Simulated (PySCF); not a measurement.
## Radial density of Pt (platinum, neutral)

B3LYP, [Xe] 4f14 5d9 6p1, one real determinant (an excited configuration). Computed with PySCF 2.14 in x2c-TZVPPall with one added diffuse shell each of s, p, d, f type (12s8p8d4f1g, 113 functions), with the spin-free X2C one-electron Hamiltonian (Gaussian nucleus).

```tsv
r (bohr)	4πr²ρ (e/bohr)	4πr²(ρα − ρβ)
0.0135	107.6	0.0006
0.0227	94.85	0.0024
0.0381	127.8	0.0086
0.0641	137.4	0.0345
0.108	116.5	0.0739
0.181	118.7	0.0015
0.305	76.12	0.1237
0.513	63.75	0.0141
0.864	22.12	0.4080
1.45	10.17	0.6834
2.44	2.100	0.3751
4.11	0.3954	0.2546
6.91	0.06742	0.0658
11.6	0.002267	0.0023
```

Densities and radii are taken from the X2C orbitals without a picture-change correction, which distorts them close to the nucleus.

⟨L²⟩ = 8.12 against 12 for a pure F term, so this real determinant mixes terms. Spin-orbit coupling, absent here, splits the open shell strongly.
